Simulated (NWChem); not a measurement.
Species: diarsenic (As₂); SMILES [As]#[As]

```xyz
2

As     0.0000     0.0000     1.0593
As     0.0000     0.0000    -1.0593
```
Atoms are numbered in this order, from 1.

The geometry was optimised at B3LYP/6-31G* (spherical d).

Give the principal values of the shielding tensors (ppm) of As1 from PBE0/pcSseg-2, GIAO (NWChem), with their diamagnetic and paramagnetic parts as GIAO splits them.


| atom | σ11 | σ22 | σ33 | isotropic | diamagnetic | paramagnetic |
|---|---|---|---|---|---|---|
| As1 | -2362.6 | -2362.6 | 2886.1 | -613.0 | 2879.2 | -3492.3 |
